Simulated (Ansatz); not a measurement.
Cost and result for the atomization energy of CH₃AlO₂ (7 atoms, 8 bonds).

```xyz
7

O     0.355    0.768    0.866
C     0.038    1.156   -0.293
O    -0.321    0.284   -1.132
Al   -0.033   -1.012    0.256
H     0.072    2.217   -0.562
H     1.278   -1.855    0.017
H    -1.390   -1.558    0.848
```

Total charge 0; spin multiplicity 1. The bonds changed during the relaxation, so this is another structure than the one it started from. The geometry is a stationary point of PBE0-D4/def2-TZVP. It is one conformer, not always the lowest. Program: Ansatz. All runs use 2 threads of an INTEL XEON PLATINUM 8581C on a shared host. Times are those of one run each, without the atoms' runs, and a repeat can differ threefold. Electronic energies, without spin–orbit coupling; frozen cores. CCSD(T)/CBS adds CCSD(T) − MP2 in def2-TZVPP to the MP2 limit, and its time is that of the two runs behind it. T1 = 0.017. B3LYP takes the VWN-RPA correlation (the form of Gaussian; ORCA's B3LYP/G).

CCSD(T)/CBS is a level of theory with its own doubt, some kJ/mol a heavy atom from the limit and from the frozen cores, so smaller differences don't rank the functionals.

```
                             level  functions  wall time
                  CCSD(T)/def2-SVP         75      1.2 s
              revPBE-D4/def2-TZVPP        177      1.3 s
   PBE-D4/def2-TZVPP (with forces)        177      1.6 s
                PBE0-D4/def2-TZVPP        177      1.7 s
           CAM-B3LYP-D4/def2-TZVPP        177        2 s
 B3LYP-D4/def2-TZVPP (with forces)        177      2.2 s
r2SCAN-D4/def2-TZVPP (with forces)        177      2.5 s
                 B2PLYP/def2-TZVPP        177        3 s
               PBE-QIDH/def2-TZVPP        177        3 s
                 B97M-V/def2-TZVPP        177      4.4 s
                    MP2/def2-QZVPP        331       10 s
                CCSD(T)/def2-TZVPP        177       22 s
                 CCSD(T)/CBS(def2)          –       32 s
```

**Question.** What atomization energy does each give, and how far from CCSD(T)/CBS? (Best estimate.)

**Answer.** Ansatz gave: 
```
                             level  atomization (kJ/mol)  difference from CCSD(T)/CBS  per bond
                  CCSD(T)/def2-SVP                2578.6                       -147.2     -18.4
              revPBE-D4/def2-TZVPP                2702.6                        -23.2      -2.9
   PBE-D4/def2-TZVPP (with forces)                2784.0                         58.2       7.3
                PBE0-D4/def2-TZVPP                2701.7                        -24.1      -3.0
           CAM-B3LYP-D4/def2-TZVPP                2728.7                          2.9       0.4
 B3LYP-D4/def2-TZVPP (with forces)                2705.1                        -20.7      -2.6
r2SCAN-D4/def2-TZVPP (with forces)                2739.2                         13.4       1.7
                 B2PLYP/def2-TZVPP                2692.5                        -33.3      -4.2
               PBE-QIDH/def2-TZVPP                2688.6                        -37.2      -4.6
                 B97M-V/def2-TZVPP                2745.3                         19.5       2.4
                    MP2/def2-QZVPP                2779.0                         53.2       6.7
                CCSD(T)/def2-TZVPP                2647.4                        -78.4      -9.8
                 CCSD(T)/CBS(def2)                2725.8                          0.0       0.0
```

From r2SCAN to r2SCAN0 (25 % exact exchange), in def2-TZVPP and without D4, the atomization energy moves by −76.8 kJ/mol: exact exchange takes away binding that semilocal exchange gives to molecules. In def2-TZVPP, CCSD(T) changes the Hartree–Fock value by +740.1 kJ/mol (the triples alone add +53.1 kJ/mol) and MP2 by +824.5 kJ/mol; breaking electron pairs costs correlation energy, which Hartree–Fock lacks. At CCSD(T), def2-SVP lies −147.2 kJ/mol from the extrapolated value and def2-TZVPP −78.4 kJ/mol: correlation converges slowly with the basis, and small sets miss more of it in the bonded molecule than in its fragments.
